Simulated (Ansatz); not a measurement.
Basis sets compared for [CrO3Cl]- (CrClO₃⁻). Total charge -1; singlet. Geometry PBE0-D4/def2-SVPD. Ansatz on 4 threads of Arm Neoverse V1 on a shared host; times are rough, and most runs start from earlier orbitals.

```xyz
5

Cr    0.1602   -0.0050    0.0337
O     0.9319    0.4730   -1.2532
O     0.4191    0.9622    1.2495
O     0.5217   -1.4938    0.3988
Cl   -2.0330    0.0636   -0.4288
```

The 6-31G sets use Cartesian d functions. B3LYP takes the VWN-RPA correlation. The restricted singlet is unstable towards broken spin symmetry in Hartree–Fock (as tested in another run); at PBE-D4/def2-SVPD, B3LYP-D4/6-31G, B3LYP-D4/def2-TZVPD, PBE0-D4/def2-SVPD and others this wasn't settled.

```tsv
level	functions	energy (Eh)	HOMO (eV)	LUMO (eV)	wall time
PBE-D4/def2-SVPD	130	-1729.5398	-2.03	1.10	1.4 s
B3LYP-D4/6-31G	69	-1730.3983	-2.96	2.05	1.1 s
PBE0-D4/def2-SVPD	130	-1729.4754	-3.69	1.84	2 s
```

(1) Estimate the rows for PBE-D4/def2-TZVPD (with forces), B3LYP-D4/def2-TZVPD, PBE0-D4/def2-TZVPD.

## Answers

(1) 
| level | functions | energy (Eh) | HOMO (eV) | LUMO (eV) | wall time |
| --- | --- | --- | --- | --- | --- |
| PBE-D4/def2-TZVPD (with forces) | 214 | -1730.0940 | -1.90 | 1.28 | 3.1 s |
| B3LYP-D4/def2-TZVPD | 214 | -1730.6978 | -3.30 | 1.81 | 4.2 s |
| PBE0-D4/def2-TZVPD | 214 | -1730.0322 | -3.54 | 2.09 | 3.7 s |
